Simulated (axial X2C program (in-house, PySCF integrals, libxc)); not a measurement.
# WSi: from the spin-free to the two-component result

All values were computed with an in-house relativistic program for diatomic molecules. Spin-free means the one-electron spin-free X2C Hamiltonian; two-component (2c) means X2C with spin–orbit coupling and atomic mean-field two-electron Coulomb and Gaunt terms, so the difference of the two also holds small scalar two-electron terms. Basis: W dyall-v3z [13s14p9d7f2g], Si dyall-v3z [8s7p2d1f] (cores contracted in-house); Gaussian nuclei, density fitting, unrestricted open shells. Masses: W 183.951 u, Si 27.977 u.

Spin-free state: M_S = 2, Λ = 1 (beyond evenly filled blocks: σα, π+α, π+β, π-α, δ+α, δ-α); fragments W + Si.

| level | Re (Å) | ωe (cm⁻¹) | μ (D) |
| --- | --- | --- | --- |
| HF | 2.584 | 228.3 | -2.75 |

Dipoles are positive if Si is the positive end.

Two-component determinant lowest at the distance of the search:

Ω = 3 (⟨Sz⟩ = 1.99, ⟨Lz⟩ = 1.01 at HF); fragments W + Si.

| level | Re (Å) | ωe (cm⁻¹) | μ (D) |
| --- | --- | --- | --- |
| HF | 2.577 | 230.0 | -2.73 |

(1) From the two tables, how do the constants change at the HF level (2c against spin-free)?

Occupations by symmetry block were frozen at the best pattern of an incomplete PBE0 search. De is not given where an atomic determinant may have missed its ground term or J level, or where the truncated virtual space spoils (T). Other states lie close and PBE0, whose exact exchange favours high spin, may order them wrongly; the determinant shown need not be the ground state. The nearest other spin-free determinant of the search, M_S = 2, Λ = 0, lies 0.46 eV up at the distance of the search. With several unpaired electrons one determinant need not be a pure state. A state of lower Ω lies just above, and one determinant can place such states too high, so the state shown need not be the lowest. The search has Ω = 1 only 0.08 eV up. Open-shell Ω = 0 determinants with evenly filled partner blocks cannot be reached by this program, so the Ω shown need not be the lowest component. The determinant is spin-polarised beyond a pure state at some levels (its spin-free form has ⟨S²⟩ too high), which makes Re and μ there less reliable.

Results:

(1) At the HF level Re falls by 0.007 Å and ωe increases by 1.7 cm⁻¹.
